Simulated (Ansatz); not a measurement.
Reaction (redistribution): `[CH3][Al]([NH2])[SiH2][SiH3]` + `[NH2][Cd][NH2]` → `[NH2][Al]([NH2])[SiH2][SiH3]` + `[CH3][Cd][NH2]`

Calculated with Ansatz (gas phase, PBE0-D4/def2-TZVP geometries, no zero-point term in ΔE). CCSD(T)/CBS is the MP2 limit (def2-TZVPP, def2-QZVPP) plus CCSD(T) − MP2 in def2-TZVPP, frozen cores. DFT in def2-TZVPP. B3LYP here is the variant with VWN-RPA as its local correlation; programs differ in this. Elements past krypton have def2 core potentials. For Cd outer-core shells are correlated without core-valence functions, which leaves a few kJ/mol of doubt a bond. One conformer a species, not always the lowest.

| level | ΔE (kJ/mol) | difference from CCSD(T)/CBS |
| --- | --- | --- |
| B3LYP-D4 | -80.6 | 0.0 |
| ωB97M-V | -80.4 | 0.2 |
| B2PLYP | -81.1 | -0.5 |
| PBE | -72.2 | 8.4 |
| r2SCAN | -78.5 | 2.1 |
| PBE0 | -77.3 | 3.3 |
| B3LYP | -79.6 | 1.0 |
| HF/def2-TZVPP | -86.4 | -5.8 |
| MP2/def2-TZVPP | -85.6 | -5.0 |
| SCS-MP2/def2-TZVPP | -84.2 | -3.6 |
| CCSD(T)/def2-TZVPP | -81.5 | -0.9 |
| HF/def2-QZVPP | -85.7 | -5.1 |
| MP2/def2-QZVPP | -84.8 | -4.2 |
| HF/CBS(def2) | -85.6 | -5.0 |
| MP2/CBS(def2) | -84.7 | -4.1 |
| CCSD/CBS(def2) | -82.0 | -1.4 |
| CCSD(T)/CBS | -80.6 | 0 |

Largest T1 diagnostic among the species: 0.014.

From PBE to PBE0 (25 % exact exchange), in def2-TZVPP and without D4, ΔE moves by −5.1 kJ/mol.
